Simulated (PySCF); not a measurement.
SMILES [SiH3][SiH2]S (CAM-B3LYP/def2-SVP optimised geometry):

```
9

Si     1.273    -0.504     0.000
Si    -1.071    -0.504     0.000
S     -1.813     1.522     0.000
H      1.776     0.158    -1.235
H      1.813    -1.892     0.067
H      1.762     0.256     1.186
H     -1.597    -1.283     1.157
H     -1.607    -1.100    -1.253
H     -1.164     1.892     1.124
```

Method: CAM-B3LYP/def2-TZVP in PySCF.

Problem. What are the frontier orbital energies and the dipole moment?

Solution. HOMO-2 -10.82 eV, HOMO-1 -9.99 eV, HOMO -8.59 eV, LUMO 0.66 eV, LUMO+1 1.05 eV; dipole moment 1.08 D.

Meta-Löwdin charges at CAM-B3LYP/def2-TZVP: Si1 0.24, Si2 0.38, S3 -0.30, H4 -0.08, H5 -0.08, H6 -0.08, H7 -0.09, H8 -0.08, H9 0.10.
